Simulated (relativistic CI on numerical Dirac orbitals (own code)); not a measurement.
## Mn3+ in a cubic cluster: 3s photoemission with charge transfer

Computed with a charge-transfer multiplet model of a cubic metal-ligand cluster with up to 2 ligand holes, Slater and spin-orbit integrals from Dirac-Coulomb-Breit ions, Slater integrals scaled by 0.9. The ground state mixes d4 with configurations of k ligand holes L, whose averages lie at kΔ + k(k − 1)U_dd/2; a core hole lowers each added d electron by U_cd. 300 K, Lorentzian 1.4 eV and Gaussian 0.8 eV FWHM.

Atomic integrals in eV (Slater integrals scaled, ζ unscaled), ground: F2dd 10.219, F4dd 6.393, zeta_d 0.043; with the core hole: F2dd 11.159, F4dd 7.022, zeta_d 0.051, G2cd 11.113.

Cluster parameters (eV): Δ = 2.3, U_cd = 6.9, 10Dq = 1.25, 10Dq(ligand) = 1.3, V(eg) = 3.45, V(t2g) = -1.46, final-state hopping factor = 1.

```csv
Case,n_d,d4,d5L,d6L2,S
U_dd = 5.2 eV,4.72,0.38,0.52,0.10,1.99
U_dd = 5.9 eV,4.70,0.39,0.52,0.09,2.00
U_dd = 7.3 eV,4.68,0.40,0.52,0.08,2.00
```

Weights, n_d and S are thermal averages at 300 K. Binding energies count from the first peak over 30 % of the highest in each spectrum, which can be another peak from case to case. The parameters are a model scan and need not match a compound or its usual spin state. Peaks in eV (height, largest 100):
- U_dd = 5.2 eV: 0.0 (100), 6.8 (13), 11.9 (64), 23.7 (11)
- U_dd = 5.9 eV: 0.0 (100), 6.9 (14), 9.3 (14), 12.0 (63), 23.8 (10)
- U_dd = 7.3 eV: 0.0 (100), 6.9 (15), 9.2 (14), 12.0 (62), 24.1 (9)

Curve for U_dd = 7.3 eV (points under 2 left out, the grid thinned):

```csv
E (eV),Intensity
-3.8,4.3
-3.2,6.0
-2.6,8.9
-2.0,14.6
-1.4,27.7
-0.8,58.8
-0.2,97.4
0.4,82.7
1.0,42.0
1.6,20.8
2.2,12.3
2.8,8.4
3.5,6.2
4.1,5.5
4.7,5.5
5.3,6.4
5.9,9.4
6.5,13.6
7.1,14.7
7.7,12.7
8.3,12.2
8.9,13.9
9.5,14.0
10.1,15.4
10.7,24.0
11.3,43.6
11.9,61.7
12.5,50.6
13.1,31.6
13.7,18.2
14.3,10.5
14.9,6.9
15.5,5.3
16.2,4.5
16.8,4.1
17.4,3.4
18.0,2.6
18.6,2.1
22.3,2.6
22.9,4.1
23.5,7.2
24.1,9.5
24.7,7.0
25.3,3.7
25.9,2.1
```

For the case U_dd = 5.9 eV, Δ = 2.3 eV is smaller than U_dd = 5.9 eV, the charge-transfer side of the Zaanen-Sawatzky-Allen scheme. With the core hole the average of the configuration with one ligand hole lies at Δ − U_cd = -4.6 eV before mixing: the effective hopping of about 5.9 eV (from the holes of the mixed ground state) is comparable with this gap or larger, so the configurations mix strongly.

With at most 2 ligand holes the space is cut while the next configuration still counts, so covalency is underestimated, and a final configuration with one more ligand hole, which can lie low, is missing from the spectra.

Without intra-shell correlation the exchange splitting of the 3s hole comes out too large.
